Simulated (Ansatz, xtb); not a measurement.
## CH3GeN−: where a starting geometry ends

The starting geometry of this gas-phase doublet was built from a drawn formula by distance geometry and a force field; its bonds are those of `[CH2]1[N-][GeH]1`.

```xyz
6

C    -1.2119   -0.1786    1.2818
Ge   -0.6088    0.0729   -0.4939
N     0.1891   -0.0460    1.2656
H    -1.5188   -1.2486    1.5601
H    -1.7177    0.6970    1.7873
H    -0.5007   -1.3049   -1.2059
```

Q: Predict what it relaxes into with r2SCAN-D4/def2-SVPD.

A: It keeps its bonds, and is `[CH2]1[N-][GeH]1`. Distances that change by over a tenth: C1–Ge2 (1.89 → 2.12 Å).

The energy falls by 0.53 eV over 13 steps:

| step | E − E(last) (eV) |
| --- | --- |
| 1 | 0.528 |
| 2 | 0.116 |
| 4 | 0.051 |
| 5 | 0.034 |
| 6 | 0.023 |
| 8 | 0.007 |
| 9 | 0.003 |
| 10 | 0.000 |
| 12 | 0.000 |
| 13 | 0.000 |

Final geometry (Å):

```tsv
atom	x (Å)	y (Å)	z (Å)
C	-1.1736	-0.2793	1.3963
Ge	-0.6787	0.2378	-0.6015
N	0.1579	-0.2782	1.1181
H	-1.6391	-1.1506	1.9111
H	-1.7334	0.6607	1.6114
H	-0.3018	-1.1986	-1.2405
```

From the same start GFN2-xTB ends elsewhere, differing in Ge2–H6 (2.11 against 1.62 Å here).

No frequencies were run, so the end isn't proven a minimum. Open shells are spin-unrestricted. Run with Ansatz 0.2.0, 95 s on 2 threads of Intel(R) Xeon(R) Platinum 8259CL CPU @ 2.50GHz (Skylake/Cascade Lake), with other jobs on the host.
